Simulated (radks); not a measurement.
The numbers below are computed, except where a source is named.
Q: Coherent X-ray form factor from a spherical all-electron density. Code: a radial shooting solver on a logarithmic mesh with Libxc functionals. Model: scalar-relativistic Kohn-Sham, LDA (Slater exchange, Perdew-Zunger correlation), spin-polarised, spherical densities, finite nucleus; Fermi nuclear charge, rms radius of each element as measured or else 0.836 A^(1/3) + 0.57 fm.

| sin(theta)/lambda (1/angstrom) | f0 (electrons) |
|---|---|
| 0.05 | 29.646 |
| 0.1 | 28.664 |
| 0.15 | 27.242 |
| 0.2 | 25.591 |
| 0.25 | 23.873 |
| 0.3 | 22.177 |
| 0.4 | 18.996 |
| 0.5 | 16.167 |
| 0.6 | 13.741 |
| 0.8 | 10.174 |
| 1 | 8.057 |
| 1.25 | 6.623 |
| 1.5 | 5.764 |
| 2 | 4.427 |

The species is in the configuration that NIST lists as its ground one. Which atom or ion scatters so?

A: The germanium ion Ge2+, [Ar] 3d10 4s2. Extrapolating in s^2 from the first two rows gives f0(0) = 30.0, near the electron count 30; among species with that count, the fall with angle is slower the higher Z, and the table is that of Z = 32; from so few rows the species is fixed only to a neighbour or two.
